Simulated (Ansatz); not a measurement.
Cost and result for the atomization energy of H₆LiNSi₂ (10 atoms, 10 bonds).

Cartesian coordinates in Å:
```
Li -0.7950 -1.5546 1.3590
N -0.1123 -0.4487 0.1222
Si -0.3679 0.8721 1.1186
Si 0.5403 -0.5920 -1.4305
H -0.9944 0.2073 2.3614
H 0.8195 1.6095 1.6456
H -1.3668 1.9004 0.6989
H 0.5290 -2.0267 -1.8578
H 1.9612 -0.1325 -1.5379
H -0.2137 0.1652 -2.4794
```

Charge 0, multiplicity 1. Correlated methods include outer-core shells of Li, which these sets cover unevenly. The bonds changed during the relaxation, so this is another structure than the one it started from. The geometry is a stationary point of PBE0-D4/def2-TZVP. Program: Ansatz. All runs use 2 threads of a server CPU on a shared host. Times are those of one run each, without the atoms' runs, and a repeat can differ threefold. Electronic energies, without spin–orbit coupling; frozen cores. CCSD(T)/CBS adds CCSD(T) − MP2 in def2-TZVPP to the MP2 limit, and its time is that of the two runs behind it. T1 = 0.011. With those shells the extrapolation isn't a true limit. B3LYP takes the VWN-RPA correlation (the form of Gaussian; ORCA's B3LYP/G). HSE06 is the plane-wave form, built on full-range PBE exchange.

CCSD(T)/CBS is a level of theory with its own doubt, some kJ/mol a heavy atom from the limit and from the frozen cores, so smaller differences don't rank the functionals.

```tsv
level	functions	wall time	atomization (kcal/mol)	difference from CCSD(T)/CBS	per bond
revPBE-D4/def2-TZVPP	218	2.2 s	699.2	-22.9	-2.3
BLYP-D4/def2-TZVPP	218	2.3 s	713.8	-8.3	-0.8
CCSD(T)/def2-SVP	89	2.3 s	661.3	-60.8	-6.1
PBE0-D4/def2-TZVPP	218	2.9 s	705.3	-16.8	-1.7
BHLYP-D4/def2-TZVPP	218	3.2 s	709.1	-13.0	-1.3
HSE06-D4/def2-TZVPP	218	3.3 s	705.7	-16.4	-1.6
CAM-B3LYP-D4/def2-TZVPP	218	3.6 s	723.2	1.1	0.1
r2SCANh-D4/def2-TZVPP	218	4.3 s	711.2	-10.9	-1.1
B3LYP-D4/def2-TZVPP (with forces)	218	4.4 s	719.9	-2.2	-0.2
B2PLYP/def2-TZVPP	218	5.5 s	709.3	-12.8	-1.3
MP2/def2-QZVPP	412	17 s	711.0	-11.1	-1.1
CCSD(T)/def2-TZVPP	218	43 s	698.1	-24.0	-2.4
CCSD(T)/CBS(def2)	–	60 s	722.1	0.0	0.0
```

The D4 term adds +8.5 kcal/mol with B3LYP and +4.5 kcal/mol with PBE0; it sums over pairs of atoms, weighted by their polarisabilities, and B3LYP, whose exchange is more repulsive, gets the larger term. From PBE to PBE0 (25 % exact exchange), in def2-TZVPP and without D4, the atomization energy moves by −4.1 kcal/mol: exact exchange takes away binding that semilocal exchange gives to molecules. In def2-TZVPP, CCSD(T) changes the Hartree–Fock value by +174.6 kcal/mol (the triples alone add +7.8 kcal/mol) and MP2 by +172.8 kcal/mol; breaking electron pairs costs correlation energy, which Hartree–Fock lacks.
